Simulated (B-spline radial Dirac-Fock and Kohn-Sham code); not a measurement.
## Co⁺ 2p3/2: cross section and angular parameters

System: cobalt as Co⁺ in the configuration [Ar] 3d8; threshold 793.0 eV (orbital energy of the model). Method: Dirac-Hartree-Slater photoionisation with a Latter tail; cross sections with all multipoles, angular parameters from the dipole term and its interference with E2. Computed with a radial B-spline solver.

Input file task.json (cfg lists n, l and occupation; rrms is the nuclear radius in fm):

```json
{"items": [{
  "Z": 27,
  "q": 1,
  "cfg": [[1, 0, 2], [2, 0, 2], [2, 1, 6], [3, 0, 2], [3, 1, 6], [3, 2, 8]],
  "A": 59,
  "rrms": 3.7875,
  "do": "xps",
  "hv": [60, 80, 150, 210.0, 693.0, 1000, 1130.0, 1160.0, 1253.6, 1340.0, 1590.0, 1610.0, 1890.0, 1970.0, 2270.0, 2700.0, 2800.0, 2970.0, 2984.4, 4000, 4010.0, 4110.0, 5300.0, 5580.0, 6000, 6790.0, 7170.0, 7600.0, 12200.0, 12700.0]
}]}
```

Launch: `python xray2_run.py task.json out`

```
hν (eV)  σ (kb)      β       γ      δ
   1000     482  1.286  -0.072  0.012
   1130     354  1.393   0.009  0.017
   1160     332  1.407   0.028  0.018
 1253.6     272  1.439   0.087  0.020
   1340     228  1.455   0.138  0.022
   1590     143  1.469   0.271  0.026
   1610     138  1.468   0.280  0.027
   1890    88.3  1.454   0.405  0.032
   1970    78.5  1.447   0.436  0.033
   2270    52.1  1.417   0.545  0.039
   2700       ?      ?       ?      ?
   2800    27.9  1.356   0.700  0.050
   2970    23.4  1.336   0.742  0.053
 2984.4    23.0  1.334   0.745  0.053
   4000    9.34  1.219   0.945  0.075
   4010    9.26  1.217   0.947  0.076
   4110    8.57  1.207   0.963  0.078
   5300    3.80  1.090   1.119  0.105
   5580    3.21  1.065   1.148  0.111
   6000    2.53  1.029   1.188  0.121
   6790    1.68  0.968   1.255  0.138
   7170    1.40  0.940   1.283  0.147
   7600    1.16  0.911   1.312  0.156
  12200   0.228  0.674   1.514  0.251
  12700   0.198  0.654   1.529  0.261
```

Task: Give the values at 2700 eV.

Result: σ = 31.2 kb, β = 1.368, γ = 0.674, δ = 0.048.
